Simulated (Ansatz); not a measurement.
`F[BH][SnH2][SiH3]` + H₂S → `[SiH3][SnH2][SH]` + `BF` at 500 K and 1 bar (cleavage of the Sn–B bond).

Program: Ansatz. Geometries: PBE0-D4/def2-TZVP. ΔE: electronic, gas phase. CCSD(T)/CBS adds triple-zeta CCSD(T) − MP2 to the extrapolated MP2 energy (def2 sets, frozen cores). This one scheme is used for every species. def2 core potentials past Kr. For Sn outer-core shells are correlated without core-valence functions, which leaves a few kJ/mol of doubt a bond. Each species was taken in one conformer, which may not be the lowest.

```json
{"species": "`F[BH][SnH2][SiH3]`", "CCSD(T)/CBS energy (Eh)": "-631.31705", "H − E (kJ/mol)": "190.7", "S (J/(mol·K))": "459.4"}
{"species": "H₂S", "CCSD(T)/CBS energy (Eh)": "-398.97279", "H − E (kJ/mol)": "57.0", "S (J/(mol·K))": "224.0"}
{"species": "`[SiH3][SnH2][SH]`", "CCSD(T)/CBS energy (Eh)": "-904.49804", "H − E (kJ/mol)": "171.7", "S (J/(mol·K))": "438.2"}
{"species": "`BF`", "CCSD(T)/CBS energy (Eh)": "-125.82039", "H − E (kJ/mol)": "77.9", "S (J/(mol·K))": "244.4"}
```

H − E and S are ideal-gas, rigid-rotor, harmonic terms from PBE0-D4/def2-TZVP, for one conformer and one mirror image of each species. 1 Eh = 2625.50 kJ/mol, R = 8.31446 J/(mol·K).

Question: By hand: ΔE, ΔH, ΔS and ΔG.

Answer: ΔE = (-904.49804) + (-125.82039) − (-631.31705) − (-398.97279) = -0.02859 Eh = -75.1 kJ/mol. Δ(H − E) = 171.7 + 77.9 − 190.7 − 57.0 = 1.9, so ΔH = -73.2 kJ/mol. ΔS = 438.2 + 244.4 − 459.4 − 224.0 = -0.8 J/(mol·K). ΔG = -73.2 − 500 × (-0.8)/1000 = -72.8 kJ/mol.

Question: By hand: the equilibrium constant, and the temperature at which ΔG would vanish if ΔH and ΔS stayed fixed.

Answer: log₁₀ K = −ΔG/(RT ln 10) = 7.6. ΔG = 0 at ΔH/ΔS = 91500 K, far beyond where these terms or the molecules hold.

The number of gas molecules stays the same, so ΔS is small and ΔH decides. A doubt of 5 kJ/mol in ΔE shifts log₁₀ K by 0.5 here. Other conformers and mirror images would add mixing entropy, several J/(mol·K) or more a flexible species. Modes under 60 cm⁻¹, often nearly free rotors, make the harmonic entropy too high. These are equilibria of isolated gas molecules and say nothing of rates. Largest T1 diagnostic: 0.014 (customary marks: 0.02 for closed shells, 0.045 for open ones).
